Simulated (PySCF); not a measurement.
## A survey of 19F NMR shifts

PySCF calculation with σ from GIAO-PBE0/pcSseg-1 and GFN2-xTB structure; non-relativistic Hamiltonian, gas phase, rapidly exchanging positions averaged, one computed conformer.

Shieldings were converted by a linear fit to measured shifts: 19F (scatter 6.0 ppm rms, 7.0 ppm with the 5 outliers that the fit left out vs CFCl3, solution or neat liquid, with a term for F on sp3 carbon). A few per cent of atoms miss by over 2 rms, more outside the fitted compound classes.

Task: Give the 19F shifts of `Cc1nnc(F)cc1F`.

Result: 
```csv
compound,environment,δ (ppm)
[CH3:1][c:2]1[n:3][n:4][c:5]([F:6])[cH:7][c:8]1[F:9],F6: aryl fluorine,-83.1
[CH3:1][c:2]1[n:3][n:4][c:5]([F:6])[cH:7][c:8]1[F:9],F9: aryl fluorine,-114.5
```

Task: Order these by 19F shift, lowest first.
A. CC(F)(F)F
B. COC(F)(OC)OC
C. C[C@@H](F)/C=C\C([SiH3])[SiH3]
D. O=C(F)c1ccccc1

Result: C (-182.7 ppm, fluorine on an sp3 carbon), B (-93.0 ppm, fluorine on an sp3 carbon), A (-64.7 ppm, fluorine of a CF3 group), D (8.4 ppm, fluorine bonded to C).
